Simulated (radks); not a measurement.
Values are calculated unless marked as measured or tabulated.
Task: Radial electron density D(r) = 4 pi r^2 rho(r) of an atom or ion with 66 electrons. Level of theory: Dirac Kohn-Sham, BLYP, spin-unpolarised, spherical densities, point nucleus (a radial shooting solver on a logarithmic mesh with Libxc functionals).

```
   r/bohr * D(r) (the largest magnitude, 117, reaches the edge; | marks zero)
 0.003051 |           *
 0.004168 |                 *
 0.005695 |                        *
  0.00778 |                                *
  0.01054 |                                       *
   0.0144 |                                          *
  0.01968 |                                        *
  0.02688 |                                     *
  0.03673 |                                        *
  0.04978 |                                                 *
    0.068 |                                                      *
   0.0929 |                                              *
   0.1269 |                                         *
    0.172 |                                                *
    0.235 |                                       *
    0.321 |                      *
   0.4386 |                        *
   0.5944 |                      *
    0.812 |           *
    1.109 |     *
    1.516 |   *
    2.054 | *
    2.806 |*
    3.834 *
    5.237 *
    7.098 *
    9.697 *
    13.25 *
```

What is the nuclear charge?

Result: Z = 66. The innermost maximum, from 1s, lies near gamma/Z bohr with gamma = sqrt(1 - (Z/c)^2) = 0.876, here 0.0133 bohr (found: 0.0146), and its height grows with Z. The density is that of neutral dysprosium in [Kr] 4d10 4f10 5s2 5p5.75 6s2 5d0.25; the configuration itself is not fixed sharply by these data, and Z only to a few units. D(r) has 4 maxima, at r = 0.0146, 0.0648, 0.180, 0.494 bohr, and minima at 0.0284, 0.119, 0.353 bohr, inside which lie 2.02, 11.19, 29.47 electrons.
